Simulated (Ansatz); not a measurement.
Consider the formal exchange of groups at a Ge–C bond: `FC#[C][GeH2][SiH3]` + `[SiH3][SiH2][SiH2][SiH3]` → `[SiH3][SiH2][SiH2][SiH2][GeH2][SiH3]` + `C#CF`.

Computed with Ansatz on PBE0-D4/def2-TZVP structures; ΔE is electronic, products minus reactants. CCSD(T)/CBS is the MP2 limit (def2-TZVPP, def2-QZVPP) plus CCSD(T) − MP2 in def2-TZVPP, frozen cores. This one scheme is used for every species. DFT in def2-TZVPP. B3LYP here is the variant with VWN-RPA as its local correlation; programs differ in this. For Ge outer-core shells are correlated without core-valence functions, which leaves a few kJ/mol of doubt a bond. Scalar relativity is left out up to krypton. One conformer a species, not always the lowest.

| level | ΔE (kcal/mol) | difference from CCSD(T)/CBS |
| --- | --- | --- |
| revPBE-D4 | -5.1 | -2.0 |
| r2SCAN-D4 | -3.0 | 0.1 |
| r2SCANh-D4 | -3.2 | -0.1 |
| r2SCAN0-D4 | -3.3 | -0.2 |
| B3LYP | 1.2 | 4.3 |
| r2SCAN0 | -2.0 | 1.1 |
| CAM-B3LYP | 1.1 | 4.2 |
| MP2/def2-SVP | -1.2 | 1.9 |
| SCS-MP2/def2-QZVPP | 0.1 | 3.2 |
| MP2/CBS(def2) | -2.7 | 0.4 |
| CCSD(T)/CBS | -3.1 | 0 |

Largest T1 diagnostic among the species: 0.014.

At CCSD(T), def2-SVP lies +1.6 kcal/mol from the extrapolated value and def2-TZVPP +1.7 kcal/mol. In def2-TZVPP, CCSD(T) changes the Hartree–Fock value by −6.6 kcal/mol (the triples alone add −0.8 kcal/mol) and MP2 by −6.2 kcal/mol.
